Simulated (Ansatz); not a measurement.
These are B3LYP-D3(BJ)/def2-TZVP (Ansatz, a quantum-chemistry and plane-wave program) values and carry that method's errors. No frequencies were computed at this level.

Ansatz 0.2 input:
```yaml
crystal:
  periodic: [false, false, false]
  atoms:
    - { symbol: C, position_ang: [-1.733697, -0.015943, 0.034046] }
    - { symbol: N, position_ang: [-0.352207, 0.330731, -0.180196] }
    - { symbol: B, position_ang: [0.777087, -0.400374, 0.209241] }
    - { symbol: N, position_ang: [2.06286, 0.085078, -0.076191] }
    - { symbol: H, position_ang: [-2.247626, 0.743342, 0.634871] }
    - { symbol: H, position_ang: [-2.272094, -0.118502, -0.915403] }
    - { symbol: H, position_ang: [-1.783391, -0.965379, 0.562776] }
    - { symbol: H, position_ang: [-0.242543, 1.207281, -0.667817] }
    - { symbol: H, position_ang: [0.651465, -1.419335, 0.77501] }
    - { symbol: H, position_ang: [2.236444, 0.950661, -0.556416] }
    - { symbol: H, position_ang: [2.903702, -0.397561, 0.180081] }
basis:
  gaussian: { orbitals: def2-tzvp }
hamiltonian:
  xc: b3lyp
  dispersion: d3bj
relax:
  max_steps: 150
```

Output:

```
Functional definition: B3LYP
967 factors; their error is unknown
mean field evaluation 1: about -4798.2397 eV, gradient 8.3e1 eV
mean field evaluation 2: about -4783.6120 eV, gradient 1.1e2 eV
mean field evaluation 4: about -4811.7016 eV, gradient 6.3e0 eV
mean field evaluation 8: about -4811.7747 eV, gradient 3.8e-1 eV
mean field evaluation 16: about -4811.7749 eV, gradient 4.4e-5 eV
mean field -4811.77492604 eV, -176.8294669939 hartree, gradient 4.4e-5 eV, S^2 0.000000; 0 other end points of the search recorded, 0 dependent functions left out
reference -4811.77518974 eV, -176.8294766846 hartree; 16, 16 occupied and 150, 150 virtual orbitals, 967 factors
relax step   1: F+E_penalty+E_count = -4812.05948882 eV  Δ(F+E_penalty+E_count) = +0.000e0 eV  max|allowed force component| = 5.584e-1 eV/Å  Δτ_max = 0.0000 Å  (27 SCF iters, accepted)
these checks for a lower state are left out or cut short: starts, cluster_reference, orbital_swaps, neighbouring_geometries, increment
967 factors; their error is unknown
mean field -4811.79714897 eV, -176.8302836713 hartree, gradient 6.6e-6 eV, S^2 0.000000; 0 other end points of the search recorded, 0 dependent functions left out
reference -4811.79741336 eV, -176.8302933874 hartree; 16, 16 occupied and 150, 150 virtual orbitals, 967 factors
relax step   2: F+E_penalty+E_count = -4812.08032646 eV  Δ(F+E_penalty+E_count) = -2.084e-2 eV  max|allowed force component| = 1.585e-1 eV/Å  Δτ_max = 0.0433 Å  (32 SCF iters, accepted)
these checks for a lower state are left out or cut short: starts, cluster_reference, orbital_swaps, neighbouring_geometries, increment
967 factors; their error is unknown
mean field -4811.80134880 eV, -176.8304380123 hartree, gradient 6.6e-6 eV, S^2 0.000000; 0 other end points of the search recorded, 0 dependent functions left out
reference -4811.80161333 eV, -176.8304477335 hartree; 16, 16 occupied and 150, 150 virtual orbitals, 967 factors
relax step   3: F+E_penalty+E_count = -4812.08412585 eV  Δ(F+E_penalty+E_count) = -3.799e-3 eV  max|allowed force component| = 4.336e-2 eV/Å  Δτ_max = 0.0303 Å  (32 SCF iters, accepted)
these checks for a lower state are left out or cut short: starts, cluster_reference, orbital_swaps, neighbouring_geometries, increment
967 factors; their error is unknown
mean field evaluation 32: about -4811.8042 eV, gradient 8.7e-4 eV
mean field -4811.80167570 eV, -176.8304500255 hartree, gradient 6.6e-6 eV, S^2 0.000000; 0 other end points of the search recorded, 0 dependent functions left out
reference -4811.80194018 eV, -176.8304597453 hartree; 16, 16 occupied and 150, 150 virtual orbitals, 967 factors
relax step   4: F+E_penalty+E_count = -4812.08450730 eV  Δ(F+E_penalty+E_count) = -3.815e-4 eV  max|allowed force component| = 3.165e-2 eV/Å  Δτ_max = 0.0099 Å  (32 SCF iters, accepted)
these checks for a lower state are left out or cut short: starts, cluster_reference, orbital_swaps, neighbouring_geometries, increment
967 factors; their error is unknown
mean field -4811.80177527 eV, -176.8304536847 hartree, gradient 6.5e-6 eV, S^2 0.000000; 0 other end points of the search recorded, 0 dependent functions left out
reference -4811.80203972 eV, -176.8304634030 hartree; 16, 16 occupied and 150, 150 virtual orbitals, 967 factors
relax step   5: F+E_penalty+E_count = -4812.08461832 eV  Δ(F+E_penalty+E_count) = -1.110e-4 eV  max|allowed force component| = 7.696e-3 eV/Å  Δτ_max = 0.0060 Å  (32 SCF iters, accepted)
967 factors; their error is unknown
mean field evaluation 64: about -4811.8018 eV, gradient 4.5e-3 eV
mean field -4811.80177527 eV, -176.8304536847 hartree, gradient 6.6e-6 eV, S^2 0.000000; 1 other end points of the search recorded, 0 dependent functions left out
reference -4811.80203972 eV, -176.8304634030 hartree; 16, 16 occupied and 150, 150 virtual orbitals, 967 factors
Total energy: -4812.08488277 eV, -176.8408576936 hartree
Atom 0 at    -1.743626    -0.022287     0.037297 Å, force     0.000755     0.000756     0.000004 eV/Å
Atom 1 at    -0.368366     0.368180    -0.198722 Å, force     0.007216    -0.005134     0.002590 eV/Å
Atom 2 at     0.775625    -0.358721     0.187860 Å, force     0.002634     0.002371    -0.001549 eV/Å
Atom 3 at     2.092777     0.084356    -0.076742 Å, force     0.007407     0.002946    -0.001719 eV/Å
Atom 4 at    -2.279091     0.708862     0.651873 Å, force    -0.000220     0.000434     0.000333 eV/Å
Atom 5 at    -2.301095    -0.149728    -0.896504 Å, force    -0.000149    -0.000012    -0.000760 eV/Å
Atom 6 at    -1.756261    -0.974622     0.565551 Å, force    -0.000818    -0.001637     0.000930 eV/Å
Atom 7 at    -0.268987     1.245367    -0.686473 Å, force    -0.003164    -0.000405     0.000237 eV/Å
Atom 8 at     0.628638    -1.395975     0.765049 Å, force    -0.007696     0.001902    -0.000928 eV/Å
Atom 9 at     2.322979     0.939336    -0.554175 Å, force    -0.002532    -0.001179     0.000722 eV/Å
Atom 10 at     2.897407    -0.444769     0.204988 Å, force    -0.003433    -0.000042     0.000140 eV/Å
Dipole moment:     0.051473     0.248047    -0.138349 e Å
```

Cost: about 30 core-seconds (a rough figure).
